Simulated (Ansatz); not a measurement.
Two isomers of CH5GaS: A = `C[S][GaH2]`, B = `[CH3][GaH][SH]`.

Program: Ansatz. Geometries: PBE0-D4/def2-TZVP. ΔE: electronic, gas phase. CCSD(T)/CBS is the MP2 limit (def2-TZVPP, def2-QZVPP) plus CCSD(T) − MP2 in def2-TZVPP, frozen cores. Functionals use def2-TZVPP. B3LYP here is the variant with VWN-RPA as its local correlation; programs differ in this. For Ga outer-core shells are correlated without core-valence functions, which leaves a few kJ/mol of doubt a bond. Scalar relativity is left out up to krypton. Each species was taken in one conformer, which may not be the lowest.

Question: Which is lower in electronic energy at CCSD(T)/CBS, and by how much? (An estimate is asked.)

Answer: Computed: B, by 56.9 kJ/mol.

Question: Give E(B) − E(A) in kJ/mol with LDA (SPW92), B3LYP, B3LYP-D4, CCSD(T)/def2-SVP, ωB97M-V, CCSD(T)/def2-TZVPP, B2PLYP. (An estimate is asked.)

Answer: Ansatz gave: LDA (SPW92) -49.7, B3LYP -52.9, B3LYP-D4 -51.1, CCSD(T)/def2-SVP -54.3, ωB97M-V -53.9, CCSD(T)/def2-TZVPP -58.1, B2PLYP -55.1. None reverses the order clearly.

Largest T1 diagnostic: 0.013.

Leaving LDA and LC-ωPBE aside and taking each functional with its dispersion term where it has one, the values, not all of them listed here, spread over 9.6 kJ/mol, from PBE-QIDH to revPBE-D4. In def2-TZVPP, CCSD(T) changes the Hartree–Fock value by −5.5 kJ/mol (the triples alone add +0.8 kJ/mol) and MP2 by −7.6 kJ/mol.
